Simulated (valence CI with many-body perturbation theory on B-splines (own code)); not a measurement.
Rh¹²⁺: electric-dipole lines

Computed by configuration interaction combined with many-body perturbation theory (CI+MBPT): five valence electrons over a frozen Dirac-Fock core [Ar] 3d10, a basis of 9 s, 9 p, 8 d, 6 f, 3 g, 1 h functions for each j, with the one-electron correlation potential Σ1 (screened to all orders), the two-electron term Σ2, the three-electron term Σ3, Breit, model QED; selected single and double excitations, second order for the rest, scaled by the run's own slope (own B-spline code, finite nucleus).

No measured spectrum was set against this ion. As an estimate, levels hold to about 250 cm⁻¹ or 0.2 % of their energy and the worst to 1 %, as in measured heavy ions of charge 2 to 7; those with d or f electrons hold less well. Among the levels kept, up to 600 cm⁻¹ of a level comes from second order outside the variational space, and about a tenth of that is noise between levels of different J, which matters for small intervals.

Lines 101 to 150 of 180 in falling wavelength, among levels below 710130 cm⁻¹, chosen from the strongest by gf and those to the six lowest levels. Wavelengths and rates use the calculated energies, so an error of 900 cm⁻¹ moves a line at 23.51 nm by 0.21 % and its rate by three times that or more. Electric multipoles are in the length gauge, E1 and E2 with the static RPA response of the core. Weak lines are less certain than strong ones. Lines between different terms over intervals too small for the method are left out, as are lines whose strength nearly cancels.

Names give the largest LS component (configuration and term), which can be under half, so a name can repeat, a term be missing and a line seem to break the LS rules; names also repeat where a configuration has a term twice. Letters in brackets count levels of one name in rising energy.

```tsv
λ vac (nm)	Upper	Lower	A (s⁻¹)	log gf	Branch %
23.51	4s²4p²4d ²F_7/2 [a]	4s²4p³ ²D°_5/2	2.31e+08	-1.81	100.0
23.37	4s²4p²4d ²P_1/2 [a]	4s²4p³ ²P°_3/2	9.15e+09	-0.82	7.5
23.35	4s²4p²4d ⁴P_3/2	4s²4p³ ²P°_3/2	7.61e+08	-1.60	0.5
23.31	4s²4p²4d ²F_5/2	4s²4p³ ²D°_3/2	1.34e+07	-3.19	1.1
23.23	4s²4p²4d ²P_3/2 [a]	4s²4p³ ²P°_1/2	1.77e+09	-1.24	2.1
22.94	4s²4p²4d ⁴D_1/2	4s²4p³ ²D°_3/2	5.21e+09	-1.09	61.7
22.85	4s²4p²4d ⁴D_3/2	4s²4p³ ²D°_3/2	5.46e+07	-2.77	0.4
22.84	4s²4p²4d ⁴D_5/2	4s²4p³ ²D°_5/2	2.45e+09	-0.94	25.8
22.78	4s²4p²4d ⁴F_3/2	4s²4p³ ⁴S°_3/2	2.50e+09	-1.11	49.5
22.76	4s²4p²4d ²D_3/2 [a]	4s²4p³ ²P°_3/2	1.68e+07	-3.28	0.0
22.76	4s4p⁴ ²P_1/2	4s²4p³ ⁴S°_3/2	3.00e+04	-6.33	0.0
22.70	4s²4p²4d ⁴P_1/2	4s²4p³ ²P°_3/2	1.02e+10	-0.80	6.9
22.24	4s²4p²4d ⁴F_5/2	4s²4p³ ⁴S°_3/2	3.75e+09	-0.78	90.1
22.16	4s²4p²4d ⁴D_5/2	4s²4p³ ²D°_3/2	1.71e+09	-1.12	17.9
22.04	4s²4p²4d ²P_3/2 [a]	4s²4p³ ²D°_5/2	3.67e+10	0.03	44.0
21.99	4s²4p²4d ²D_5/2 [a]	4s²4p³ ²P°_3/2	5.15e+09	-0.65	3.6
21.92	4s²4p²4d ²P_1/2 [a]	4s²4p³ ²P°_1/2	8.76e+09	-0.90	7.2
21.90	4s²4p²4d ⁴P_3/2	4s²4p³ ²P°_1/2	2.45e+08	-2.15	0.2
21.74	4s²4p²4d ²G_7/2 [a]	4s²4p³ ²D°_5/2	3.11e+09	-0.75	100.0
21.55	4s²4p²4d ²D_3/2 [b]	4s²4p³ ²P°_3/2	9.66e+08	-1.57	0.6
21.51	4s²4p²4d ²F_5/2	4s²4p³ ⁴S°_3/2	1.09e+09	-1.34	90.2
21.41	4s²4p²4d ²P_3/2 [a]	4s²4p³ ²D°_3/2	3.42e+10	-0.03	40.9
21.38	4s²4p²4d ²D_3/2 [a]	4s²4p³ ²P°_1/2	5.74e+09	-0.80	10.3
21.37	4s²4p²4d ²P_1/2 [b]	4s²4p³ ²P°_3/2	3.19e+08	-2.36	0.3
21.33	4s²4p²4d ⁴P_1/2	4s²4p³ ²P°_1/2	1.43e+10	-0.71	9.6
21.19	4s²4p²4d ⁴D_1/2	4s²4p³ ⁴S°_3/2	9.95e+07	-2.87	1.2
21.17	4s²4p²4d ²D_5/2 [b]	4s²4p³ ²P°_3/2	4.00e+08	-1.79	0.5
21.16	4s²4p²4d ²G_7/2 [b]	4s²4p³ ²D°_5/2	3.45e+09	-0.73	100.0
21.11	4s²4p²4d ⁴D_3/2	4s²4p³ ⁴S°_3/2	4.84e+09	-0.89	38.8
21.04	4s²4p²4d ⁴P_5/2	4s²4p³ ²D°_5/2	1.26e+10	-0.30	7.7
20.98	4s²4p²4d ²D_5/2 [c]	4s²4p³ ²P°_3/2	3.68e+09	-0.84	2.6
20.84	4s²4p²4d ⁴P_3/2	4s²4p³ ²D°_5/2	1.14e+10	-0.53	8.2
20.53	4s²4p²4d ⁴D_5/2	4s²4p³ ⁴S°_3/2	5.24e+09	-0.70	55.2
20.47	4s²4p²4d ⁴P_5/2	4s²4p³ ²D°_3/2	1.35e+10	-0.29	8.2
20.37	4s²4p²4d ²D_3/2 [a]	4s²4p³ ²D°_5/2	3.38e+09	-1.07	6.1
20.36	4s²4p²4d ²S_1/2	4s²4p³ ²P°_3/2	1.01e+11	0.10	75.9
20.31	4s²4p²4d ²D_3/2 [b]	4s²4p³ ²P°_1/2	1.38e+10	-0.47	8.9
20.29	4s²4p²4d ²P_1/2 [a]	4s²4p³ ²D°_3/2	6.29e+09	-1.11	5.1
20.28	4s²4p²4d ²P_3/2 [b]	4s²4p³ ²P°_3/2	6.86e+10	0.23	51.6
20.28	4s²4p²4d ⁴P_3/2	4s²4p³ ²D°_3/2	1.02e+09	-1.60	0.7
20.15	4s²4p²4d ²P_1/2 [b]	4s²4p³ ²P°_1/2	1.02e+11	0.09	87.6
19.88	4s²4p²4d ²P_3/2 [a]	4s²4p³ ⁴S°_3/2	9.34e+09	-0.65	11.2
19.83	4s²4p²4d ²D_3/2 [a]	4s²4p³ ²D°_3/2	4.79e+09	-0.95	8.6
19.79	4s²4p²4d ⁴P_1/2	4s²4p³ ²D°_3/2	5.39e+10	-0.20	36.3
19.75	4s²4p²4d ²D_5/2 [a]	4s²4p³ ²D°_5/2	8.68e+10	0.48	60.0
19.39	4s²4p²4d ²D_3/2 [b]	4s²4p³ ²D°_5/2	2.54e+10	-0.24	16.3
19.35	4s²4p²4d ²D_3/2 [c]	4s²4p³ ²P°_3/2	6.46e+10	0.16	35.5
19.25	4s²4p²4d ²S_1/2	4s²4p³ ²P°_1/2	1.20e+09	-1.87	0.9
19.25	4s²4p²4d ²D_5/2 [a]	4s²4p³ ²D°_3/2	2.24e+10	-0.13	15.5
19.19	4s²4p²4d ²D_5/2 [d]	4s²4p³ ²P°_3/2	1.87e+11	0.79	93.1
```
